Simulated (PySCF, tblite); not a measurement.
Isomers of C6H8N (doublet state). Method: GFN2-xTB as coded in tblite; computed harmonic values from a numerical Hessian at the method's own geometry, unscaled. Against measured fundamentals such values can be off by several per cent, at times by over 20. One conformer each. Open shells enter through the occupations alone, without spin polarisation, and single modes of such species can be off by tens of per cent.

Electronic energies: B3LYP/pcH-1 single points on the GFN2-xTB geometries (PySCF, gas phase).

```json
{"SMILES": "C[C@@H]1[CH][C@H](C#N)C1", "electronic energy, lowest = 0 (kJ/mol)": "0.0"}
{"SMILES": "C=CN=C1C[CH]C1", "electronic energy, lowest = 0 (kJ/mol)": "81.0"}
{"SMILES": "[H]/N=C/[C@H](C)C#C[CH2]", "electronic energy, lowest = 0 (kJ/mol)": "50.2"}
```

How do GFN2-xTB zero-point energies change the relative energies?

| SMILES | ZPE (kJ/mol) | of it from modes above 1550 cm⁻¹ | electronic (kJ/mol) | with ZPE, lowest = 0 (kJ/mol) | lowest mode (cm⁻¹) | rings |
| --- | --- | --- | --- | --- | --- | --- |
| C[C@@H]1[CH][C@H](C#N)C1 | 318.1 | 158.2 | 0.0 | 0.0 | 45 | 1 |
| [H]/N=C/[C@H](C)C#C[CH2] | 308.5 | 169.7 | 50.2 | 40.6 | 53 | 0 |
| C=CN=C1C[CH]C1 | 309.4 | 164.8 | 81.0 | 72.3 | 75 | 1 |

The zero-point energies span 9.6 kJ/mol, from `[H]/N=C/[C@H](C)C#C[CH2]` to `C[C@@H]1[CH][C@H](C#N)C1`. The order is unchanged.

And how do the electronic energies of GFN2-xTB itself compare?

`C[C@@H]1[CH][C@H](C#N)C1` 0.0; `[H]/N=C/[C@H](C)C#C[CH2]` 81.2; `C=CN=C1C[CH]C1` 43.1 kJ/mol, lowest = 0. Against the energies above, taken from the same isomer `C[C@@H]1[CH][C@H](C#N)C1`, the largest difference is 37.9 kJ/mol.
